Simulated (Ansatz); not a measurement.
Start from `F[CH]([AlH2])[SiH2][SiH3]` and change one atom or group to get `F[CH](F)[AlH2]`.

Ansatz, PBE0-D4/def2-TZVP geometries, multiplicity 1. Each molecule was computed in one conformer, which needn't be the lowest. `F[CH](F)[AlH2]` holds a close contact that its SMILES doesn't draw: Al···F 1.96 Å.

| property | `F[CH]([AlH2])[SiH2][SiH3]` |
| --- | --- |
| HOMO energy (ωB97M-V/def2-TZVPP) / eV | -9.87 |
| HOMO energy (PBE/def2-TZVPP) / eV | -6.35 |
| HOMO energy (B3LYP/def2-TZVPP) / eV | -7.47 |
| LUMO energy (B3LYP/def2-TZVPP) / eV | -1.96 |
| LUMO energy (PBE/def2-TZVPP) / eV | -2.51 |
| size of the dipole moment (B3LYP/def2-TZVPP) / D | 1.31 |

(1) Give the same properties after the change, and the shifts. (An estimate is asked.)

Answers

(1) Computed: 
| property | `F[CH](F)[AlH2]` | shift |
| --- | --- | --- |
| HOMO energy (ωB97M-V/def2-TZVPP) / eV | -10.55 | -0.68 |
| HOMO energy (PBE/def2-TZVPP) / eV | -6.73 | -0.38 |
| HOMO energy (B3LYP/def2-TZVPP) / eV | -8.03 | -0.56 |
| LUMO energy (B3LYP/def2-TZVPP) / eV | -1.06 | 0.90 |
| LUMO energy (PBE/def2-TZVPP) / eV | -1.64 | 0.87 |
| size of the dipole moment (B3LYP/def2-TZVPP) / D | 1.34 | 0.03 |

With PBE0 the HOMO falls by 0.54 eV and the LUMO rises by 0.94 eV, so the gap widens by about 1.48 eV. PBE moves the HOMO by -0.38 eV and ωB97M-V by -0.68 eV. Dipoles are sizes alone; their direction can turn.

B3LYP here is the variant with VWN-RPA as its local correlation; programs differ in this.
